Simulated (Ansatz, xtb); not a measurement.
Relative energy of two isomers of C5H7NO3

We compare I, `NC(=O)[C@@H]1CC(=O)CO1`, a singlet, with II, `NC(=O)[C@@H]1C=C(O)CO1`, a singlet. Both are isolated molecules in the gas phase, relaxed with PBE0-D3(BJ)/def2-SVP; each stands in its lowest conformer found.

Task: Estimate which is lower in electronic energy at CCSD(T)/def2-SVP + ΔMP2/def2-TZVPP, and by roughly how much.

Result: The CCSD(T)/def2-SVP + ΔMP2/def2-TZVPP calculation puts structure I lower, by 10.6 kcal/mol.

How the difference moves with the method:

```tsv
level	geometry	E(II) − E(I) (kcal/mol)	departure from the last row (kcal/mol)	job, with rough time for the two
GFN2-xTB	GFN2-xTB	+8.8	−1.8	optimisation, 0.5 s
HF/STO-3G	GFN2-xTB	+19.8	+9.2	single point, 0.84 s
r2SCAN-D4/def2-SVP	GFN2-xTB	+12.5	+1.9	single point, 5.4 s
PBE0-D3(BJ)/def2-SVP	PBE0-D3(BJ)/def2-SVP	+12.0	+1.4	optimisation, 1.7 min
HF/def2-SVP	PBE0-D3(BJ)/def2-SVP	+12.2	+1.6	part of the CCSD(T) run
MP2/def2-SVP	PBE0-D3(BJ)/def2-SVP	+13.6	+3.0	part of the CCSD(T) run
CCSD(T)/def2-SVP	PBE0-D3(BJ)/def2-SVP	+13.6	+3.1	single point
CCSD(T)/def2-SVP + ΔMP2/def2-TZVPP	PBE0-D3(BJ)/def2-SVP	+10.6		single point, 4.6 min
```

As drawn, II has 1 C=C, 1 C–O, 1 O–H in place of 1 C=O, 1 C–C, 1 C–H.

None of the levels shown reverses the order. The largest departure from CCSD(T)/def2-SVP + ΔMP2/def2-TZVPP is that of HF/STO-3G, 9.2 kcal/mol. The last row adds to CCSD(T) the change of the MP2 difference between the two basis sets, here −3.1 kcal/mol, a large step that makes the value less sure.

With thermal terms from frequencies at re-optimised GFN2-xTB minima (ideal gas, soft modes damped towards free rotors, one conformer each, 298.15 K, 1 atm): on the last row, ΔE + ΔZPE = +10.3, ΔH = +10.5, ΔG = +10.3 kcal/mol.

The correlated steps freeze 9 core orbitals. Programs: Ansatz 0.2.0, xtb 6.7.1; the last row on 2 threads of Intel(R) Xeon(R) Platinum 8488C (Sapphire Rapids) on a shared host.
